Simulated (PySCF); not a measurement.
C₃F₈.
SMILES with atom numbers: `[F:1][C:2]([F:3])([F:4])[C:5]([F:6])([F:7])[C:8]([F:9])([F:10])[F:11]`

Computed geometry: GFN2-xTB, gas phase.

Question: List the bond lengths, angles and torsions at this level.

Answer: 
| bond | length (bohr) | order |
| --- | --- | --- |
| F1–C2 and 5 like bonds | 2.508 | single |
| C2–C5, C5–C8 | 2.946 | single |
| C5–F6, C5–F7 | 2.539 | single |

Bonds in one row agree within 0.02 bohr and their mean is given. Orders are formal, as drawn. A selection of angles:
| angle | degrees |
| --- | --- |
| F1–C2–F3 | 108.2 |
| F1–C2–C5 | 110.9 |
| F4–C2–C5 | 110.4 |
| C2–C5–F6 | 108.9 |
| C2–C5–C8 | 113.2 |
| F6–C5–F7 | 107.6 |

Dihedral angles: F1–C2–C5–F6 179° (antiperiplanar); C2–C5–C8–F9 60° (synclinal).

Of the pairs four or more bonds apart, F3···F11 is among the closest relative to their van der Waals radii: 2.71 Å, 92 % of the sum of Bondi's values.

Point group: C2v (every atom within 0.08 Å of its image). No frequency check.
